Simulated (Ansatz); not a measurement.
`C[SiH](Cl)[SnH3]` + HBr → `C[SiH](Cl)Br` + `[SnH4]` at 298.15 K and 1 bar (cleavage of the Si–Sn bond).

Gas-phase electronic energies from Ansatz, PBE0-D4/def2-TZVP geometries. CCSD(T)/CBS is the MP2 limit (def2-TZVPP, def2-QZVPP) plus CCSD(T) − MP2 in def2-TZVPP, frozen cores. def2 core potentials past Kr. For Br, Sn outer-core shells are correlated without core-valence functions, which leaves a few kJ/mol of doubt a bond. Scalar relativity is left out up to krypton.

| species | CCSD(T)/CBS energy (Eh) | H − E (kJ/mol) | S (J/(mol·K)) |
| --- | --- | --- | --- |
| `C[SiH](Cl)[SnH3]` | -1005.19559 | 202.1 | 388.1 |
| HBr | -2573.91920 | 24.6 | 198.6 |
| `C[SiH](Cl)Br` | -3362.75163 | 146.3 | 341.2 |
| `[SnH4]` | -216.39156 | 79.6 | 228.5 |

H − E and S are ideal-gas, rigid-rotor, harmonic terms from PBE0-D4/def2-TZVP, for one conformer and one mirror image of each species. 1 Eh = 2625.50 kJ/mol, R = 8.31446 J/(mol·K).

Question: By hand: ΔE, ΔH, ΔS and ΔG.

Answer: ΔE = (-3362.75163) + (-216.39156) − (-1005.19559) − (-2573.91920) = -0.02840 Eh = -74.6 kJ/mol. Δ(H − E) = 146.3 + 79.6 − 202.1 − 24.6 = -0.8, so ΔH = -75.4 kJ/mol. ΔS = 341.2 + 228.5 − 388.1 − 198.6 = -17.0 J/(mol·K). ΔG = -75.4 − 298.15 × (-17.0)/1000 = -70.3 kJ/mol.

Question: By hand: the equilibrium constant, and the temperature at which ΔG would vanish if ΔH and ΔS stayed fixed.

Answer: log₁₀ K = −ΔG/(RT ln 10) = 12.3. ΔG = 0 at ΔH/ΔS = 4435 K, far beyond where these terms or the molecules hold.

ΔH outweighs TΔS. A doubt of 5 kJ/mol in ΔE shifts log₁₀ K by 0.9 here. Other conformers and mirror images would add mixing entropy, several J/(mol·K) or more a flexible species. These are equilibria of isolated gas molecules and say nothing of rates. Largest T1 diagnostic: 0.013 (customary marks: 0.02 for closed shells, 0.045 for open ones).
